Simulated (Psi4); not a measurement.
**CH3AlCl2O (SMILES C[O][Al]([Cl])[Cl]): methods side by side**

CH3AlCl2O has 8 atoms, charge 0, and is taken as a singlet. As SMILES, `C[O][Al]([Cl])[Cl]`. The shape was relaxed beforehand at PBE0/def2-TZVP.

Each level gives the dipole moment (D). The values are calculated.

```csv
level,kind,program,value (D),CPU time
PBE-D4/def2-TZVPP (density fitting),GGA,Psi4,1.69,63 s
r2SCAN-D4/def2-TZVPP (density fitting),meta-GGA,Psi4,1.76,3.4 min
B3LYP-D4/def2-TZVPP (density fitting),global hybrid,Psi4,1.76,55 s
PBE0-D4/def2-TZVPP (density fitting),global hybrid,Psi4,1.74,59 s
wB97M-V/def2-TZVPP (density fitting),range-separated hybrid,Psi4,1.75,3.7 min
```

The values span 1.69 to 1.76 D. Magnitudes only. Times are those of the runs behind each value, whatever else they computed, on shared processors of several kinds: orders of magnitude only.
